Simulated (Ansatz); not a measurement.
Consider the redistribution: `O[SiH](F)O[SiH2]F` + `[OH][In]([Cl])[O][SiH3]` → `O[SiH](O)O[SiH2]F` + `[F][In]([Cl])[O][SiH3]`.

Calculated with Ansatz (gas phase, PBE0-D4/def2-TZVP geometries, no zero-point term in ΔE). CCSD(T)/CBS is the MP2 limit (def2-TZVPP, def2-QZVPP) plus CCSD(T) − MP2 in def2-TZVPP, frozen cores. DFT in def2-TZVPP. B3LYP here is the variant with VWN-RPA as its local correlation; programs differ in this. Elements past krypton have def2 core potentials. For In outer-core shells are correlated without core-valence functions, which leaves a few kJ/mol of doubt a bond. One conformer a species, not always the lowest.

`O[SiH](F)O[SiH2]F`:

Cartesian coordinates in Å:
```
O -2.274 1.117 0.107
Si -0.916 0.570 0.797
F 0.004 1.784 1.259
O -0.043 -0.306 -0.251
Si 1.363 -0.960 -0.727
F 1.950 -1.856 0.452
H -2.233 1.607 -0.715
H -1.302 -0.212 1.974
H 2.351 0.100 -1.016
H 1.100 -1.843 -1.880
```

`[OH][In]([Cl])[O][SiH3]`:

```xyz
9

O     1.842   -1.247    1.219
In    1.471    0.588    0.625
Cl    2.915    2.321    0.988
O    -0.215    0.958   -0.320
Si   -1.482    0.033   -0.768
H     1.124   -1.842    0.981
H    -1.278   -1.388   -0.342
H    -2.734    0.527   -0.136
H    -1.641    0.050   -2.246
```

`O[SiH](O)O[SiH2]F`:

Z-matrix (Å, degrees):
```
Si
O 1 1.638
O 1 1.625 2 104.3
O 1 1.629 2 113.3 3 -120.7
H 1 1.472 2 112.1 3 120.6
H 2 0.958 1 117.9 3 179.3
Si 3 1.620 1 148.0 2 29.0
H 4 0.959 1 118.7 2 65.4
F 7 1.592 3 107.7 1 148.2
H 7 1.479 3 111.0 1 30.6
H 7 1.478 3 110.1 1 -95.2
```

`[F][In]([Cl])[O][SiH3]`:

Z-matrix (Å, degrees):
```
Si
O 1 1.641
H 1 1.485 2 107.8
H 1 1.489 2 111.0 3 -119.7
H 1 1.488 2 111.0 3 119.7
In 2 1.946 1 136.1 3 177.5
Cl 6 2.279 2 124.0 1 -179.0
F 6 1.932 2 116.1 1 1.1
```

**Question.** Is it downhill or uphill in electronic energy at CCSD(T)/CBS, and by how much? (Best estimate.)

**Answer.** Computed: Uphill: ΔE = +0.23 eV.

**Question.** What do these levels give: revPBE-D4, BLYP-D4, r2SCAN-D4, B97M-V, B3LYP-D4, ωB97M-V, PBE, BLYP, BHLYP, CCSD(T)/def2-SVP, HF/CBS(def2), CCSD/CBS(def2)? (Best estimate.)

**Answer.** Computed: revPBE-D4 0.16, BLYP-D4 0.18, r2SCAN-D4 0.18, B97M-V 0.17, B3LYP-D4 0.18, ωB97M-V 0.18, PBE 0.18, BLYP 0.18, BHLYP 0.17, CCSD(T)/def2-SVP 0.14, HF/CBS(def2) 0.13, CCSD/CBS(def2) 0.22 eV.

Largest T1 diagnostic among the species: 0.015.

Leaving LDA and LC-ωPBE aside and taking each functional with its dispersion term where it has one, the values, not all of them listed here, spread over 0.04 eV, from revPBE-D4 to B2PLYP. LDA lies +0.04 eV from PBE without D4. In def2-TZVPP, CCSD(T) changes the Hartree–Fock value by +0.10 eV (the triples alone add +0.01 eV) and MP2 by +0.12 eV.
